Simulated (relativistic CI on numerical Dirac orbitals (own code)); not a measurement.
**Fe2+ in a cubic cluster: 2p photoemission with charge transfer**

Computed with a charge-transfer multiplet model of a cubic metal-ligand cluster with up to 2 ligand holes, Slater and spin-orbit integrals from Dirac-Coulomb-Breit ions, Slater integrals scaled by 0.9. The ground state mixes d6 with configurations of k ligand holes L, whose averages lie at kΔ + k(k − 1)U_dd/2; a core hole lowers each added d electron by U_cd. 20 K, Lorentzian 0.6 eV and Gaussian 0.8 eV FWHM.

Atomic integrals in eV (Slater integrals scaled, ζ unscaled), ground: F2dd 9.813, F4dd 6.093, zeta_d 0.049; with the core hole: F2dd 11.484, F4dd 7.183, zeta_d 0.075, zeta_core 8.130, F2cd 6.732, G1cd 5.078, G3cd 2.886.

Cluster parameters (eV): U_dd = 6.2, U_cd = 6.9, 10Dq = 0.25, 10Dq(ligand) = 1.6, V(eg) = 1.85, V(t2g) = -0.88, final-state hopping factor = 1.

```csv
Case,n_d,d6,d7L,d8L2,S
Δ = 6.3 eV,6.12,0.89,0.11,0.00,2.00
Δ = 8.3 eV,6.08,0.92,0.08,0.00,2.00
Δ = 9.3 eV,6.07,0.93,0.06,0.00,2.00
```

Weights, n_d and S are thermal averages at 20 K. Binding energies count from the first peak over 30 % of the highest in each spectrum, which can be another peak from case to case. The parameters are a model scan and need not match a compound or its usual spin state. Peaks in eV (height, largest 100):
- Δ = 6.3 eV: 0.0 (100), 1.8 (71), 4.9 (35), 6.3 (39), 10.6 (12), 14.7 (61), 19.7 (20)
- Δ = 8.3 eV: 0.0 (100), 1.4 (74), 5.7 (28), 11.3 (7), 14.9 (60), 20.2 (11)
- Δ = 9.3 eV: 0.0 (100), 1.5 (79), 5.9 (25), 10.1 (7), 15.0 (61), 20.6 (7)

Curve for Δ = 9.3 eV (points under 2 left out, the grid thinned):

(E (eV), Intensity): (-3.3, 2.2), (-2.7, 3.1), (-2.1, 4.9), (-1.4, 11.1), (-0.8, 36.0), (-0.2, 94.5), (0.4, 78.4), (1.1, 72.1), (1.7, 76.7), (2.3, 56.3), (2.9, 46.1), (3.5, 38.7), (4.2, 23.7), (4.8, 22.9), (5.4, 24.3), (6.0, 25.2), (6.7, 20.7), (7.3, 17.0), (7.9, 15.2), (8.5, 10.7), (9.2, 7.2), (9.8, 6.9), (10.4, 6.8), (11.0, 6.0), (11.6, 6.0), (12.3, 6.9), (12.9, 9.2), (13.5, 18.4), (14.1, 43.9), (14.8, 60.0), (15.4, 55.4), (16.0, 32.0), (16.6, 26.1), (17.3, 18.5), (17.9, 12.9), (18.5, 8.4), (19.1, 6.4), (19.7, 6.6), (20.4, 7.2), (21.0, 6.9), (21.6, 4.8), (22.2, 3.4), (22.9, 3.0), (23.5, 2.8), (24.1, 2.0)

For the case Δ = 6.3 eV, Δ = 6.3 eV is larger than U_dd = 6.2 eV, the Mott-Hubbard side of the Zaanen-Sawatzky-Allen scheme. With the core hole the configuration with one ligand hole lies at Δ − U_cd = -0.6, 1.4, 2.4 eV from the one without, in the order of the table; where this is negative the screened configuration lies lower, though the effective hopping of about 2.8 eV (from the holes of the mixed ground state) mixes the two strongly wherever it is as large as the gap.
